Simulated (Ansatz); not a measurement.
A trace of molecular dynamics of GaH₃O (5 atoms, charge 0, multiplicity 1).

All numbers below come from RKS BLYP-D4/def2-SVP (Ansatz).

| Item | Value |
| --- | --- |
| ensemble | NVE (velocity Verlet) |
| starting velocities drawn for | 300 K |
| seed | 2503 |

```csv
time (fs),T (K),potential energy less start (eV),conserved less start (meV/atom)
0.0,300,0.000,0.00
4.0,408,-0.041,0.09
8.0,2034,-0.670,0.56
12.0,4009,-1.445,-1.37
16.0,4621,-1.673,0.55
20.0,6626,-2.484,-6.22
24.0,5629,-2.063,0.69
28.0,7351,-2.755,-4.09
32.0,6465,-2.393,-0.54
36.0,6608,-2.451,-0.91
40.0,7197,-2.691,-3.34
44.0,5735,-2.105,0.44
48.0,7104,-2.674,-7.04
52.0,5120,-1.865,0.82
56.0,5524,-2.023,0.48
60.0,4748,-1.720,0.91
64.0,5054,-1.819,4.97
68.0,4935,-1.793,0.86
72.0,6760,-2.540,-6.87
76.0,5547,-2.032,0.58
80.0,7337,-2.752,-4.60
84.0,6296,-2.327,-0.28
88.0,6665,-2.474,-1.10
92.0,7109,-2.654,-2.76
96.0,5850,-2.150,0.40
100.0,7241,-2.725,-6.78
```

Problem. Can this run be trusted? Judge the integration.

Solution. The conserved energy wandered by up to 7.4 meV per atom (net -6.8 meV per atom), which is poor conservation. The kinetic energy rose, since the run started high on the potential surface and went downhill. It ends in pieces (GaHO + H2), so much of that is their flight and rotation, not heat. A run of 0.1 ps of so small a system gives no equilibrium averages. The orbitals stay closed-shell, which can raise the energy where a bond breaks towards radicals; this wasn't checked here. The time step was 0.5 fs.

Run time: 2.2 min on 1 thread of AMD EPYC 7B13 (Zen 3), with other jobs on the host, peak memory 0.12 GiB.
